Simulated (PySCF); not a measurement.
**How methods differ on the ionisation energy of P⁺**

P⁺ [Ne] 3s2 3p2 (3P) → P²⁺ [Ne] 3s2 3p1 (2P), as a difference of total energies. Calculation: PySCF 2.14, in def2-TZVP (5s5p2d1f, 37 functions); the non-relativistic Hamiltonian (point nucleus). Correlated levels: valence: [Ne] frozen. The calculations carry no spin-orbit coupling.

| method | ionisation energy (eV) |
| --- | --- |
| UHF | 19.164 |
| MN15 | 19.797 |
| M06-L | 19.681 |
| MP2 (valence) | 19.596 |
| SCS-MP2 (valence) | 19.508 |
| CCSD (valence) | 19.636 |
| CCSD(T) (valence) | 19.670 |

Question: How much does correlation contribute at CCSD(T) (valence)?

Answer: 19.670 − (19.164) = 0.506 eV, measured against UHF.

The reference lies between the lowest fine-structure levels, while these numbers refer to the centres of the terms.

Errors of the correlated levels include the incompleteness of this basis and the frozen core.

For comparison: 19.769 eV (semi-empirical (NIST evaluation); NIST Atomic Spectra Database, ionization energies).
